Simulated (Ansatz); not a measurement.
Series [GeX3]-: vertical IE (eV) at several levels, gas phase, relaxed structures; Ansatz. Core potentials for I in the def2 sets, no spin–orbit coupling. The structures are stationary points that may keep the symmetry of their start. Remarks come from the PBE and PBE0 runs and from stability tests at other levels; not every state was tested. A HOMO above zero means that the electron is unbound at that level and held by the basis, or that self-interaction error raises the level; the energy of removing that electron tells which.

```tsv
species	state	geometry	PBE-D4/def2-TZVPD	r2SCAN-D4/def2-TZVPD	remarks
[GeI3]- (GeI3⁻)	singlet to doublet	PBE0-D4/def2-SVPD	3.94	4.05	–
[GeH3]- (GeH3⁻)	singlet to doublet	r2SCAN-D4/def2-TZVPD	2.12	2.08	HOMO above zero at PBE or PBE0
[GeBr3]- (GeBr3⁻)	singlet to doublet	PBE0-D4/def2-SVPD	4.13	4.25	–
[GeCl3]- (GeCl3⁻)	singlet to doublet	PBE0-D4/def2-SVPD	4.24	4.34	–
[GeF3]- (GeF3⁻)	singlet to doublet	r2SCAN-D4/def2-TZVPD	4.04	4.08	–
[GeMe3]- (C3H9Ge⁻)	singlet to doublet	B3LYP-D4/def2-SVPD	1.75	1.67	HOMO above zero at PBE or PBE0
```

Problem. Estimate the column for PBE0-D4/def2-TZVPD.

Solution. [GeI3]- (GeI3⁻) 4.13; [GeH3]- (GeH3⁻) 2.09; [GeBr3]- (GeBr3⁻) 4.31; [GeCl3]- (GeCl3⁻) 4.42; [GeF3]- (GeF3⁻) 4.20; [GeMe3]- (C3H9Ge⁻) 1.71.

Over the 6 species that have every level, the mean is 3.37 at PBE-D4/def2-TZVPD, 3.41 at r2SCAN-D4/def2-TZVPD, 3.48 at PBE0-D4/def2-TZVPD.
